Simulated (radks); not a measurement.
The numbers below are computed, except where a source is named.
Effect of the nuclear size on neutral germanium, [Ar] 3d10 4s2 4p2. Code: a radial shooting solver on a logarithmic mesh with Libxc functionals. Model: Dirac Kohn-Sham, PBE, spin-unpolarised, spherical densities, finite nucleus; open shells fill j = l - 1/2 first; Fermi nuclear charge, rms radius 4.0742 fm. The rms radius is varied about that value; shifts are against it.

rms radius (fm)	total energy shift (eV)	density at nucleus (e/bohr^3)	1s1/2 shift (meV)	2s1/2 shift (meV)	2p1/2 shift (meV)	3s1/2 shift (meV)	3p1/2 shift (meV)
3.5609	-0.0802	3.2e+04	-34.1	-3.32	0.270	-0.495	0.049
3.9479	-0.0207	3.179e+04	-8.78	-0.857	0.069	-0.128	0.013
4.0742	0	3.172e+04	0.000	0.000	0.000	0.000	0.000
4.3757	0.0518	3.158e+04	22.0	2.15	-0.174	0.320	-0.032
4.6161	0.0956	3.147e+04	40.6	3.96	-0.321	0.590	-0.059

Slopes of the eigenvalues against <r^2> in GHz/fm^2, as finite differences over the two radii next to the reference (eigenvalue slopes, not the field-shift constants of lines): 1s1/2 2090, 2s1/2 204, 2p1/2 -16.5, 3s1/2 30.4, 3p1/2 -3.01.
